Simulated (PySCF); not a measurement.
**How methods differ on the excitation energy of Si(2+)**

Si(2+) [Ne] 3s2 (1S) → Si(2+) [Ne] 3s1 4s1 (3S), as a difference of total energies. Calculation: PySCF 2.14, in dyall-av3z (19s12p3d2f, 84 functions); no relativity, point nucleus. Correlated levels: valence: [Ne] frozen; virtual orbitals above 40 to 60 times the deepest correlated orbital energy dropped. The calculations carry no spin-orbit coupling.

```
           method  excitation energy (eV)
              UHF                  17.795
              LDA                  18.770
              PBE                  18.620
             PBE0                  18.578
           r2SCAN                  18.461
              M06                  18.691
             PW91                  18.660
             MN15                  18.801
           M06-2X                  18.879
    MP2 (valence)                  18.555
SCS-MP2 (valence)                  18.814
```

Question: How much does correlation contribute at MP2 (valence)?

Answer: 18.555 − (17.795) = 0.760 eV, measured against UHF.

The promoted electron is Rydberg-like, and one or two diffuse shells describe it only roughly, which tends to raise the upper state.
